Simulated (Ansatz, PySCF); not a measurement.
Process, species as SMILES: N[Si](O)(O)O + 3 [SiH4] (SiH4) -> N[SiH3] + 3 O[SiH3] [hydroxysilane]
Geometries: B3LYP-D3(BJ)/def2-TZVP minima from Ansatz (a quantum-chemistry and plane-wave program), one conformer each, not searched for the lowest. Frequencies are from Ansatz or PySCF.
Geometry of the first species:
```xyz
10

N     -0.1832    -0.0680    -1.6785
Si    -0.0106    -0.0090     0.0175
O     -1.1223    -0.9063     0.8086
O     -0.2249     1.5439     0.5139
O      1.4594    -0.6274     0.4180
H     -0.9703     0.3911    -2.1107
H      0.0460    -0.9191    -2.1686
H     -1.0865    -0.9209     1.7683
H      0.3112     2.2244     0.1009
H      2.2339    -0.2542    -0.0086
```

Quantity: bond separation energy (enthalpy at 298 K, with B3LYP-D3(BJ) rigid-rotor harmonic-oscillator terms), in kJ/mol. Valence correlation only, unless marked. Spin-orbit coupling is left out. No relativistic terms. CBS(X,Y): correlation extrapolated as X^-3; Hartree-Fock from the larger set.

```json
[
 {"level": "r2SCAN0/def2-TZVPD", "program": "Ansatz", "bond separation energy (kJ/mol)": "106.2", "minus last row": "4.9"},
 {"level": "HSE06/def2-TZVPD", "program": "Ansatz", "bond separation energy (kJ/mol)": "99.7", "minus last row": "-1.6"},
 {"level": "MP2/STO-3G", "program": "Ansatz", "bond separation energy (kJ/mol)": "114.8", "minus last row": "13.5"},
 {"level": "MP2/cc-pV(Q+d)Z", "program": "Ansatz", "bond separation energy (kJ/mol)": "94.4", "minus last row": "-6.9"},
 {"level": "RI-MP2/cc-pV(T+d)Z", "program": "Ansatz", "bond separation energy (kJ/mol)": "98.2", "minus last row": "-3.1"},
 {"level": "RI-MP2/CBS(aug-cc-pV(T+d)Z,aug-cc-pV(Q+d)Z)", "program": "Ansatz", "bond separation energy (kJ/mol)": "93.6", "minus last row": "-7.7"},
 {"level": "SCS-MP2/cc-pwCVTZ", "program": "Ansatz", "bond separation energy (kJ/mol)": "93.4", "minus last row": "-7.9"},
 {"level": "CCSD/cc-pVTZ", "program": "Ansatz", "bond separation energy (kJ/mol)": "104.5", "minus last row": "3.2"},
 {"level": "CCSD(T)/cc-pVTZ", "program": "Ansatz", "bond separation energy (kJ/mol)": "106.0", "minus last row": "4.7"},
 {"level": "CCSD(T)/CBS(cc-pV(T+d)Z,cc-pV(Q+d)Z)", "program": "Ansatz", "bond separation energy (kJ/mol)": "101.3", "minus last row": "0.0"}
]
```
